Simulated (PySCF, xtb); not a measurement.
C2H8F2Si2, SMILES [SiH3][SiH2]CC(F)F.

xtb with GFN2-xTB at its own geometry gives an orbital gap of 4.48 eV and a dipole moment of 3.03 D.

Geometry optimised at B3LYP-D3(BJ)/def2-SVP. The structure was generated by enumeration, and PubChem lists no compound with its InChIKey, so it may never have been made. Other conformers were not sampled.

What does PBE/def2-TZVP (PySCF) give? (The exact figures need the calculation; the answer reports its results.)

gap 6.31 eV (levels -7.20 and -0.89 eV), dipole 1.70 D.
